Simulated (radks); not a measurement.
Q: Cr+, 23 electrons, occupied as [Ar] 3d5 (the NIST ground configuration). All-electron calculation, Dirac Kohn-Sham, LDA (Slater exchange, Perdew-Wang correlation), spin-unpolarised, spherical densities, point nucleus; open shells are shared between the two j in proportion to 2j + 1. Program: a radial shooting solver on a logarithmic mesh with Libxc functionals. Some entries of the table are withheld. Estimate them.

orbital  occ.  eigenvalue (eV)  <1/r> (bohr^-1)
1s1/2       2        -5872.705              (1)
2s1/2       2        -672.1494            5.055
2p1/2       2        -572.7744              (2)
2p3/2       4        -564.1465              (3)
3s1/2       2         -80.6198              (4)
3p1/2       2         -53.1319              (5)
3p3/2       4         -52.1104              (6)
3d3/2       2         -10.2093           0.9963
3d5/2       3         -10.1285           0.9915

A: 
(1) 1s1/2 <1/r> (bohr^-1): 23.84
(2) 2p1/2 <1/r> (bohr^-1): 5.003
(3) 2p3/2 <1/r> (bohr^-1): 4.927
(4) 3s1/2 <1/r> (bohr^-1): 1.567
(5) 3p1/2 <1/r> (bohr^-1): 1.437
(6) 3p3/2 <1/r> (bohr^-1): 1.419
